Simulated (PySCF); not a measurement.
Species: C4H10OP2.
Atom-mapped SMILES: `[PH2:1][P:2]1[CH2:3][CH2:4][O:5][CH2:6][CH2:7]1`

NICS = −σ at a ghost point: NICS(0) at the centroid of the ring atoms, NICS(1) 1 Å to either side along the normal of their mean plane, zz for the tensor component along that normal. Level: GIAO PBE0/pcSseg-1 (PySCF, non-relativistic, gas phase) on the GFN2-xTB geometry, one conformer.

Ring bond lengths (Å), with Mayer bond orders in brackets: P2–C3 1.866 (0.93), C3–C4 1.529 (1.02), C4–O5 1.407 (0.95), O5–C6 1.406 (0.95), C6–C7 1.529 (1.02), C7–P2 1.867 (0.93).

Problem. What do the NICS probes read (ppm)?

Solution. 
| ring | type | NICS(0) | NICS(1), two faces | NICS(1)zz, two faces | rms pucker (Å) | centre to ring atoms, mean (Å) |
| --- | --- | --- | --- | --- | --- | --- |
| P2–C3–C4–O5–C6–C7 | 6-membered ring with O and P; formal bonds all single | -2.6 | -2.2 / -2.0 | 2.5 / 4.4 | 0.28 | 1.52 |

Problem. What do they say, and how far can they be read as aromaticity?

Solution. 
- P2–C3–C4–O5–C6–C7: mean NICS(1)zz 3.4 ppm, deshielded. C3, C4, C6, C7 have four or more neighbours, so the value isn't read as a sign of a π ring current.

Problem. At the first NICS(1) probe listed for ring P2–C3–C4–O5–C6–C7, 1 Å off the ring, what do the in-plane components average?

Solution. The isotropic value is a third of the trace: (3 × -2.2 − (2.5))/2 = -4.6 ppm.

Problem. Give the inner angles of the rings and the Hirshfeld charges of the ring atoms.

Solution. 
- P2–C3–C4–O5–C6–C7: P2 93.9° (+0.089 e), C3 108.7° (-0.127 e), C4 113.1° (+0.001 e), O5 113.4° (-0.147 e), C6 113.2° (+0.001 e), C7 108.9° (-0.127 e); sum 651.0° against 720° for a flat convex ring.
